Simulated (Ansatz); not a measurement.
Input file for Ansatz (a first-principles code): U-r2SCAN/cc-pV(T+d)Z on AlFH2 (SMILES [F][AlH2]), a point of a bond scan (R = 4.470 Å). Files ending in .json are basis or fitting sets from the Basis Set Exchange.

Ansatz 0.2 input:
```yaml
crystal:
  periodic: [false, false, false]
  atoms:
    - {symbol: Al, position_ang: [-0.24669394, -0.47884971, 0.15840895]}
    - {symbol: H, position_ang: [0.47073738, -1.31219084, 1.27881201]}
    - {symbol: H, position_ang: [-1.58943775, -0.85928261, -0.56046382]}
    - {symbol: F, position_ang: [1.71709620, 3.33300044, -1.10259457]}
basis:
  gaussian:
    orbitals: cc-pV_T+d_Z.json
hamiltonian:
  xc: {name: r2SCAN}
magnetization: {spin_polarized: true, initial_magnetization: 0}
```

Output:

```
WARN ansatz: RAYON_NUM_THREADS=1 ignored (pool sized by the plan → 1); use --threads N
Functional definition: r2SCAN
integrals: 0.02 GiB planned
552 factors; their error is unknown
mean field: 0.25 GiB planned
mean field evaluation 1: about -9333.5545 eV, gradient 4.0e1 eV
mean field evaluation 2: about -8978.1070 eV, gradient 1.1e2 eV
mean field evaluation 4: about -9334.0167 eV, gradient 3.8e1 eV
mean field evaluation 8: about -9334.5170 eV, gradient 3.5e1 eV
mean field evaluation 16: about -9340.5607 eV, gradient 1.1e-3 eV
mean field evaluation 32: about -9341.1557 eV, gradient 9.9e-6 eV
mean field evaluation 64: about -9340.8491 eV, gradient 4.4e-2 eV
mean field evaluation 96: about -9340.8526 eV, gradient 1.4e0 eV
mean field evaluation 128: about -9341.1217 eV, gradient 1.3e0 eV
mean field -9341.15574753 eV, -343.2811420590 hartree, gradient 7.9e-6 eV, S^2 0.655671; 17 other end points of the search recorded, 0 dependent functions left out
reference -9341.15576447 eV, -343.2811426814 hartree; 12, 12 occupied and 85, 85 virtual orbitals, 552 factors
Total energy: -9341.15576447 eV, -343.2811426814 hartree
```

Self-consistency was reached. Its determinant has ⟨S²⟩ = 0.66, a mixture of spin states.

Cost: around 24 core-seconds (rough).
